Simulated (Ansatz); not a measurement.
`F[SiH2]C[SiH3]` and `[SiH3]C[SiH2]I` differ in one element.

Ansatz, PBE0-D4/def2-TZVP geometries, multiplicity 1. Each molecule was computed in one conformer, which needn't be the lowest.

Elements past krypton have def2 core potentials.  Spin–orbit coupling is left out; it splits and shifts lone-pair levels of the heavy atoms by tenths of an eV.

| property | `F[SiH2]C[SiH3]` |
| --- | --- |
| HOMO energy (PBE0/def2-TZVPP) / eV | -9.02 |
| LUMO energy (PBE/def2-TZVPP) / eV | -0.85 |
| HOMO–LUMO gap (B3LYP/def2-TZVPP) / eV | 8.62 |
| size of the dipole moment (B3LYP/def2-TZVPP) / D | 1.20 |
| size of the dipole moment (ωB97M-V/def2-TZVPP) / D | 1.18 |
| HOMO energy (PBE/def2-TZVPP) / eV | -7.69 |

(1) What does the change do to each property? (Estimate.)

Answers

(1) The calculation gave: 
```csv
property,`[SiH3]C[SiH2]I`,shift
HOMO energy (PBE0/def2-TZVPP) / eV,-7.60,1.42
LUMO energy (PBE/def2-TZVPP) / eV,-1.51,-0.66
HOMO–LUMO gap (B3LYP/def2-TZVPP) / eV,6.48,-2.14
size of the dipole moment (B3LYP/def2-TZVPP) / D,1.39,0.19
size of the dipole moment (ωB97M-V/def2-TZVPP) / D,1.43,0.25
HOMO energy (PBE/def2-TZVPP) / eV,-6.48,1.21
```

With PBE0 the HOMO rises by 1.42 eV and the LUMO falls by 0.70 eV, so the gap narrows by about 2.12 eV. PBE moves the HOMO by 1.21 eV and ωB97M-V by 1.51 eV. Dipoles are sizes alone; their direction can turn.

Positive LUMOs are unbound, so they and the gaps depend on the basis.

B3LYP here is the variant with VWN-RPA as its local correlation; programs differ in this.
